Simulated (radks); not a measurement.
All-electron atom: W0.25+ in [Xe] 4f14 5d4.75 6s1 (fractional occupations, a model configuration). All-electron calculation, Dirac Kohn-Sham, PBE, spin-unpolarised, spherical densities, point nucleus; open shells are shared between the two j in proportion to 2j + 1. Program: a radial shooting solver on a logarithmic mesh with Libxc functionals.

Spin-orbit splittings of the eigenvalues, e(l+1/2) - e(l-1/2), with zeta = 2 splitting/(2l+1) and mean radii in bohr:

| shell | occ. | splitting (eV) | zeta (eV) | <r> j=l-1/2 | <r> j=l+1/2 |
|---|---|---|---|---|---|
| 2p | 6 | 1353 | 901.9 | 0.06365 | 0.07161 |
| 3p | 6 | 292.5 | 195.0 | 0.1906 | 0.2053 |
| 3d | 10 | 63.61 | 25.44 | 0.1797 | 0.1842 |
| 4p | 6 | 67.79 | 45.20 | 0.4546 | 0.4878 |
| 4d | 10 | 12.49 | 4.996 | 0.5047 | 0.5161 |
| 4f | 14 | 2.237 | 0.6391 | 0.6033 | 0.6131 |
| 5p | 6 | 9.747 | 6.498 | 1.181 | 1.287 |
| 5d | 4.75 | 0.6923 | 0.2769 | 2.063 | 2.167 |
